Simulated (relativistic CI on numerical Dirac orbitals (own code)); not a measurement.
V4+ (3d) in a crystal field

Calculated by Dirac-Coulomb-Breit CI, KLI orbitals optimised for each configuration, model QED (radiative potential, 1s self-energy scaled to tabulated hydrogen-like ionisation energies), valence Slater integrals scaled by 0.9, one configuration in a parametric crystal field (own radial code).

Field parameters in Wybourne normalisation: Td as Oh with Dq negative (B⁴₀ = 21Dq, B⁴₄ = √(5/14) B⁴₀). The field is a parameter set, without covalency.

S and J are read from ⟨S²⟩ = S(S + 1) and ⟨J²⟩ = J(J + 1) of each level; they are not fictitious spins.

Td, 10Dq = -2200 cm⁻¹, the lowest 3 levels:

| E (cm⁻¹) | Degeneracy | Irrep | S | J |
| --- | --- | --- | --- | --- |
| 0.0 | 4 | Γ8 | 0.50 | 2.02 |
| 2161 | 4 | Γ8 | 0.50 | 2.08 |
| 2475 | 2 | Γ7 | 0.50 | 2.50 |

Td, 10Dq = -4000 cm⁻¹, the lowest 3 levels:

```json
{"E (cm⁻¹)": "0.0", "Degeneracy": "4", "Irrep": "Γ8", "S": "0.50", "J": "2.08"}
{"E (cm⁻¹)": "3925", "Degeneracy": "4", "Irrep": "Γ8", "S": "0.50", "J": "2.02"}
{"E (cm⁻¹)": "4257", "Degeneracy": "2", "Irrep": "Γ7", "S": "0.50", "J": "2.50"}
```

Td, 10Dq = -5800 cm⁻¹, the lowest 3 levels:

```tsv
E (cm⁻¹)	Degeneracy	Irrep	S	J
0.0	4	Γ8	0.50	2.10
5711	4	Γ8	0.50	2.00
6051	2	Γ7	0.50	2.50
```

The free-ion ground term has S = 1/2. Every field shown keeps that spin.

Levels of this model without a field, named by their leading LS term: ²D3/2 0, ²D5/2 590 cm⁻¹.
